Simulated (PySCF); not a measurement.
Cl₂H₆Si₃, SMILES [SiH3][SiH2][SiH](Cl)Cl. Heavy atoms are numbered as in [SiH3:1][SiH2:2][SiH:3]([Cl:4])[Cl:5]. Hydrogens are named by the atom that carries them.

Geometry: B3LYP-D3(BJ)/def2-SVP. Other conformers were not sampled.

Level of theory: PBE/pcSseg-1 (PySCF).

GIAO shieldings, no solvent; atoms alike by connectivity are averaged. δ = σ(ref) − σ: ²⁹Si against TMS (σ = 335.4 ppm); ³⁵Cl against HCl (σ = 936.5 ppm); ¹H against TMS (σ = 31.49 ppm), references at their B3LYP-D3(BJ)/def2-TZVP geometries, non-relativistic (without spin–orbit terms, shifts of atoms bonded to Cl or Br come out too high).

**Question.** Estimate the chemical shifts. (An estimate is asked for; the answer gives what the named calculation found.)

**Answer.** 
```csv
nucleus,atoms,count,δ (ppm)
²⁹Si,Si3 (SiH),1,40.1
²⁹Si,Si2 (SiH2),1,-104.8
²⁹Si,Si1 (SiH3),1,-114.1
³⁵Cl,Cl4,2,93.2
¹H,H on Si3,1,6.94
¹H,H on Si1,3,4.07
¹H,H on Si2,2,3.86
```
